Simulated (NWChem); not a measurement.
System: ZnGeH4S; SMILES [Zn]([GeH3])[SH]

```xyz
7

Zn     0.0080     0.5686    -0.0024
S     -0.0703     2.7562     0.0386
H      1.2104     2.9476    -0.3544
Ge     0.0019    -1.7794    -0.0145
H      0.1467    -2.3676    -1.4418
H      1.1574    -2.3781     0.8288
H     -1.3130    -2.3593     0.5688
```
Atoms are numbered in this order, from 1.

Level: B3LYP/6-31G* (spherical d) (NWChem), optimised geometry, unscaled harmonic frequencies. B3LYP is NWChem's, with the RPA form of VWN correlation.

| frequency (cm⁻¹) | IR intensity (km/mol) |
|---|---|
| 10 | 16.5 |
| 61 | 6.9 |
| 62 | 4.0 |
| 223 | 1.2 |
| 395 | 36.5 |
| 397 | 9.0 |
| 407 | 4.5 |
| 590 | 10.5 |
| 795 | 243.1 |
| 879 | 25.6 |
| 881 | 27.4 |
| 2083 | 112.8 |
| 2096 | 137.3 |
| 2097 | 138.4 |
| 2660 | 10.1 |

- zero-point energy = 19.5 kcal/mol
- thermal correction to the enthalpy at 298.15 K (with zero-point energy) = 24.6 kcal/mol
- heat capacity Cv = 20.9 cal/(mol K)
- entropy at 298.15 K and 1 atm (symmetry number 1) = 90.1 cal/(mol K)
- dipole moment = 1.38 D

Rigid rotor and harmonic oscillator; modes under 100 cm⁻¹ make the entropy uncertain.
